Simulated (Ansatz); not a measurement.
Start from `C[O][GaH2]` and change one element to get `C[S][GaH2]`.

Ansatz, PBE0-D4/def2-TZVP geometries, multiplicity 1. 

Scalar relativity is left out up to krypton.

```
                                          property  `C[O][GaH2]`
               HOMO energy (B3LYP/def2-TZVPP) / eV         -7.64
                 LUMO energy (PBE/def2-TZVPP) / eV         -1.99
size of the dipole moment (ωB97M-V/def2-TZVPP) / D          1.12
                HOMO energy (PBE0/def2-TZVPP) / eV         -7.85
    size of the dipole moment (PBE/def2-TZVPP) / D          0.96
             HOMO energy (ωB97M-V/def2-TZVPP) / eV        -10.25
```

Task: Give the same properties after the change, and the shifts. (An estimate is asked.)

Result: The calculation gave: 
```
                                          property  `C[S][GaH2]`  shift
               HOMO energy (B3LYP/def2-TZVPP) / eV         -6.91   0.73
                 LUMO energy (PBE/def2-TZVPP) / eV         -2.12  -0.13
size of the dipole moment (ωB97M-V/def2-TZVPP) / D          1.38   0.26
                HOMO energy (PBE0/def2-TZVPP) / eV         -7.12   0.73
    size of the dipole moment (PBE/def2-TZVPP) / D          1.37   0.41
             HOMO energy (ωB97M-V/def2-TZVPP) / eV         -9.27   0.98
```

With PBE0 the HOMO rises by 0.73 eV and the LUMO falls by 0.15 eV, so the gap narrows by about 0.88 eV. PBE moves the HOMO by 0.42 eV and ωB97M-V by 0.98 eV. Dipoles are sizes alone; their direction can turn.

B3LYP here is the variant with VWN-RPA as its local correlation; programs differ in this.
